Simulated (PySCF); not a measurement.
## Mayer bond orders and bond lengths

Compound: C₇H₁₁ClO₂.
Atom-mapped SMILES: `[CH3:1][CH2:2]/[C:3]([CH3:4])=[C:5](\[O:6][CH3:7])[C:8](=[O:9])[Cl:10]` (hydrogens: H11, H12, H13 on C1; H14, H15 on C2; H16, H17, H18 on C4; H19, H20, H21 on C7)

Structure used (GFN2-xTB), in Å, numbered top down from 1:
```
atom  x, y, z in Å
C1     1.8246   -1.5352   -0.4935
C2     0.9307   -1.0184    0.6372
C3     0.4491    0.3735    0.3602
C4     1.4837    1.4437    0.3193
C5    -0.8707    0.6102    0.1655
O6    -1.7894   -0.4120    0.2849
C7    -2.3200   -0.8746   -0.9440
C8    -1.3741    1.9590   -0.0745
O9    -0.7549    2.9443   -0.3405
Cl10  -3.1368    2.0769    0.1212
H11    2.1284   -2.5577   -0.2842
H12    1.2895   -1.5219   -1.4403
H13    2.7182   -0.9253   -0.5966
H14    1.5043   -1.0125    1.5674
H15    0.0766   -1.6829    0.7667
H16    1.1526    2.3311    0.8546
H17    2.4185    1.0901    0.7464
H18    1.6596    1.7555   -0.7100
H19   -3.0721   -1.6165   -0.6837
H20   -2.7875   -0.0687   -1.5155
H21   -1.5392   -1.3417   -1.5547
```

Bond orders from the PBE0/pcSseg-1 density (PySCF). Geometry: GFN2-xTB, one conformer, isolated molecule.

(1) How far do the computed orders between heavy atoms stray from the drawn ones?

(2) Set the Mayer orders of the bonds beside their lengths.

Results:

(1) The largest departure is 0.374, at C3–C5 (drawn double, 1.626). Drawn double or triple, more than 0.30 short of the drawn order: C3–C5 (1.626).

(2) 
```tsv
bond	drawn as	length (Å)	Mayer order
C1–C2	single	1.531	1.033
C2–C3	single	1.499	1.087
C3–C4	single	1.489	1.101
C3–C5	double	1.355	1.626
C5–O6	single	1.380	0.984
O6–C7	single	1.416	0.892
C5–C8	single	1.460	0.966
C8–O9	double	1.194	1.999
C8–Cl10	single	1.777	0.978
C1–H11	single	1.087	0.968
C1–H12	single	1.088	0.964
C1–H13	single	1.087	0.962
C2–H14	single	1.093	0.928
C2–H15	single	1.090	0.935
C4–H16	single	1.088	0.928
C4–H17	single	1.087	0.936
C4–H18	single	1.090	0.932
C7–H19	single	1.088	0.975
C7–H20	single	1.093	0.955
C7–H21	single	1.096	0.956
```

Bonds between the same two heavy elements. C–C: lowest C5–C8 (0.966, 1.460 Å), highest C3–C5 (1.626, 1.355 Å); in 3 of the 10 pairs the longer bond (by over 0.003 Å) has the higher order (by 0.02 or more). C–O: lowest O6–C7 (0.892, 1.416 Å), highest C8–O9 (1.999, 1.194 Å).

Question: Sum the orders of all bonds at each heavy atom with more than one neighbour and set the sums beside the valence in the SMILES.

Answer: C1 3.927 (drawn 4), C2 3.983 (drawn 4), C3 3.814 (drawn 4), C4 3.897 (drawn 4), C5 3.576 (drawn 4), O6 1.876 (drawn 2), C7 3.778 (drawn 4), C8 3.943 (drawn 4). Orders between atoms that aren't bonded are not in these sums.

Mayer orders depend on the basis set.
